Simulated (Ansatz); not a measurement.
`BN=CBCF` + `[SH][SnH3]` → `FC[S][SnH3]` + `BC=NB`  (substitution at a C–B bond)

Isolated molecules relaxed with PBE0-D4/def2-TZVP in Ansatz; ΔE leaves out vibrations. CCSD(T)/CBS adds triple-zeta CCSD(T) − MP2 to the extrapolated MP2 energy (def2 sets, frozen cores). Functionals use def2-TZVPP. B3LYP here is the variant with VWN-RPA as its local correlation; programs differ in this. Elements past krypton have def2 core potentials. For Sn outer-core shells are correlated without core-valence functions, which leaves a few kJ/mol of doubt a bond. One conformer a species, not always the lowest.

```csv
level,ΔE (kcal/mol),difference from CCSD(T)/CBS
PBE-D4,12.6,0.5
r2SCAN-D4,13.2,1.1
B3LYP-D4,12.7,0.6
ωB97M-V,13.1,1.0
B2PLYP,12.9,0.8
PBE,13.2,1.1
r2SCAN,13.3,1.2
PBE0,13.7,1.6
B3LYP,13.6,1.5
SCS-MP2/def2-TZVPP,11.7,-0.4
CCSD/def2-TZVPP,13.2,1.1
MP2/def2-QZVPP,11.5,-0.6
SCS-MP2/def2-QZVPP,11.5,-0.6
HF/CBS(def2),13.7,1.6
MP2/CBS(def2),11.3,-0.8
CCSD/CBS(def2),12.7,0.6
CCSD(T)/CBS,12.1,0
```

Largest T1 diagnostic among the species: 0.017.

In def2-TZVPP, CCSD(T) changes the Hartree–Fock value by −1.1 kcal/mol (the triples alone add −0.6 kcal/mol) and MP2 by −1.9 kcal/mol. The D4 term adds −1.0 kcal/mol with B3LYP and −0.5 kcal/mol with PBE0; it sums over pairs of atoms, weighted by their polarisabilities, and B3LYP, whose exchange is more repulsive, gets the larger term.
